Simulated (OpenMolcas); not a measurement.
A run on Fe4+ with 6 ligands (fluoride) in octahedral coordination (Oh) at 1.9 Å. A charge of +0.333 e stands 2.8 Å behind each ligand. Ligand basis ANO-RCC-VDZP.

| Property | Result |
| --- | --- |
| Program | OpenMolcas 26.06 |
| Method | SS-CASPT2, IPEA 0 Eh, imaginary shift 0.1 Eh (closed shells correlated: 3s 3p and the ligand valence shells) |
| Basis | ANO-RCC-VTZP [6s5p3d2f1g] |
| Scalar Hamiltonian | DKH2, point nucleus |
| Active space | 4 electrons in 5 orbitals (3d) |
| State averaging | 2S+1 = 5 even, 5 roots; 2S+1 = 3 even, 45 roots; 2S+1 = 1 even, 50 roots |
| Spin-orbit coupling | state interaction with AMFI integrals over the reference wave functions |

First CASPT2 step and the start of its output:

```
&CASPT2
Multistate=5 1 2 3 4 5
NoMult
Frozen=5 6
IPEA=0.0
Imaginary=0.1
MaxIter=60
WThr=0.0 0.3 0.05
PrWF=0.5
NoMix
```

```
--- CASPT2 ---
Orbital specifications:
      -----------------------

      Symmetry species                           1   2
                                                ag  au
      Frozen orbitals                            5   6
      Inactive orbitals                         13  15
      Active orbitals                            5   0
      Secondary orbitals                        49  50
      Deleted orbitals                           0   0
      Number of basis functions                 72  71
Type of calculation                        SS-CASPT2
      Fock operator                              state-specific
      IPEA shift                                 0.00
      Real shift                                 0.00
      Imaginary shift                            0.10
      The input orbitals will be transformed to quasi-canonical
Reference energy:       -1869.1637531161
      E2 (Non-variational):      -1.9365591772
      Shift correction:          -0.0070061784
      E2 (Variational):          -1.9435653557
      Total energy:           -1871.1073184717
      Residual norm:              0.0000005898
      Reference weight:           0.60771
      Contributions to the CASPT2 correlation energy
      Active & Virtual Only:         -0.0399703496
      One Inactive Excited:          -0.2891365418
      Two Inactive Excited:          -1.6074522858
Reference energy:       -1869.1637531157
      E2 (Non-variational):      -1.9365117064
      Shift correction:          -0.0070154333
      E2 (Variational):          -1.9435271397
      Total energy:           -1871.1072802554
      Residual norm:              0.0000002728
      Reference weight:           0.60767
      Contributions to the CASPT2 correlation energy
      Active & Virtual Only:         -0.0399701166
...
```

Over all roots the printed reference weights run from 0.29 to 0.64, and roots that are degenerate in the reference spread by up to 2600 cm-1.

Question: Did the run give usable levels, and if not, why?

Answer: No. The equations converged, but the reference weight falls to 0.29 for at least one root against 0.64 for the best. A drop of that size marks an intruder state, so the energies of such roots and the levels built on them can't be trusted.
